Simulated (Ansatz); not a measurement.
One change: `CB1N=C1C` becomes `CC1=NB1`.

Ansatz, PBE0-D4/def2-TZVP geometries, multiplicity 1. 

```tsv
property	`CB1N=C1C`
size of the dipole moment (PBE/def2-TZVPP) / D	2.20
ideal-gas entropy at 298 K and 1 bar (rigid rotor, harmonic PBE0-D4/def2-TZVP) / J/(mol·K)	333
LUMO energy (B3LYP/def2-TZVPP) / eV	-0.57
HOMO energy (PBE0/def2-TZVPP) / eV	-6.78
size of the dipole moment (B3LYP/def2-TZVPP) / D	2.26
LUMO energy (PBE0/def2-TZVPP) / eV	-0.31
```

Question: Give the same properties after the change, and the shifts. (An estimate is asked.)

Answer: Ansatz gave: 
```json
{"property": "size of the dipole moment (PBE/def2-TZVPP) / D", "`CC1=NB1`": "2.31", "shift": "0.11"}
{"property": "ideal-gas entropy at 298 K and 1 bar (rigid rotor, harmonic PBE0-D4/def2-TZVP) / J/(mol·K)", "`CC1=NB1`": "284", "shift": "-49"}
{"property": "LUMO energy (B3LYP/def2-TZVPP) / eV", "`CC1=NB1`": "-0.83", "shift": "-0.26"}
{"property": "HOMO energy (PBE0/def2-TZVPP) / eV", "`CC1=NB1`": "-7.16", "shift": "-0.38"}
{"property": "size of the dipole moment (B3LYP/def2-TZVPP) / D", "`CC1=NB1`": "2.34", "shift": "0.08"}
{"property": "LUMO energy (PBE0/def2-TZVPP) / eV", "`CC1=NB1`": "-0.57", "shift": "-0.26"}
```

With PBE0 the HOMO falls by 0.38 eV and the LUMO falls by 0.26 eV, so the gap widens by about 0.12 eV. PBE moves the HOMO by -0.36 eV and ωB97M-V by -0.39 eV. The zero-point energy changes by -74.5 kJ/mol with -9 modes. Dipoles are sizes alone; their direction can turn. Modes under 60 cm⁻¹, often nearly free rotors, make the harmonic entropy too high.

B3LYP here is the variant with VWN-RPA as its local correlation; programs differ in this.
